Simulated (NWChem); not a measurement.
Species: GeHSCl, singlet; SMILES [SH][Ge][Cl]

```xyz
4

Ge     0.7507     0.0092     0.0000
Cl    -0.6913     1.6671     0.0000
S     -0.7770    -1.6269     0.0000
H      0.1616    -2.6024     0.0000
```
Atoms are numbered in this order, from 1.

All runs: NWChem. Low-valent species are run as closed-shell singlets; no triplet was tried in these runs. Structure relaxed at the PBE0/def2-SVP level. B3LYP is NWChem's, with the RPA form of VWN correlation. Vertical excitations in the gas phase; the lowest state need not have the same character in each row.

```json
[
 {"level": "PBE/def2-SVP, full TDDFT", "lowest excitation, singlet (eV)": "3.45", "oscillator strength of that lowest state": "0.010", "lowest state with f > 0.02, singlet (eV)": "4.27", "oscillator strength of that bright state": "0.047", "orbital gap (eV)": "3.05"},
 {"level": "B3LYP/def2-SVP, full TDDFT", "lowest excitation, singlet (eV)": "3.55", "oscillator strength of that lowest state": "0.013", "lowest state with f > 0.02, singlet (eV)": "4.45", "oscillator strength of that bright state": "0.046", "orbital gap (eV)": "4.43"},
 {"level": "LDA (Slater exchange, VWN5)/def2-SVP, full TDDFT", "lowest excitation, singlet (eV)": "3.41", "oscillator strength of that lowest state": "0.009", "lowest state with f > 0.02, singlet (eV)": "4.25", "oscillator strength of that bright state": "0.048", "orbital gap (eV)": "3.00"},
 {"level": "CAM-B3LYP/def2-SVP, full TDDFT", "lowest excitation, singlet (eV)": "3.60", "oscillator strength of that lowest state": "0.017", "lowest state with f > 0.02, singlet (eV)": "4.71", "oscillator strength of that bright state": "0.043", "orbital gap (eV)": "7.04"}
]
```
